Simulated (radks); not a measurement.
All-electron atom: Ru IV in [Kr] 4d5. Calculated with a radial shooting solver on a logarithmic mesh with Libxc functionals: scalar-relativistic Kohn-Sham, PW91, spin-unpolarised, spherical densities, finite nucleus; Fermi nuclear charge, rms radius 4.4809 fm. Some entries of the table are withheld. Estimate them.

orbital,occ.,eigenvalue (hartree),<1/r> (bohr^-1),<r^2> (bohr^2)
1s,2,-807.5807,45.87,0.001510
2s,2,-117.2442,10.37,0.02501
2p,6,-105.1556,10.06,0.01968
3s,2,-21.72092,3.595,0.1856
3p,6,-17.74769,3.423,0.1888
3d,10,-11.35147,3.195,0.1766
4s,2,(1),1.356,1.154
4p,6,-2.96961,1.217,1.402
4d,5,(2),0.9185,2.438

Answer. 
(1) 4s eigenvalue (hartree): -4.08510
(2) 4d eigenvalue (hartree): -1.37540
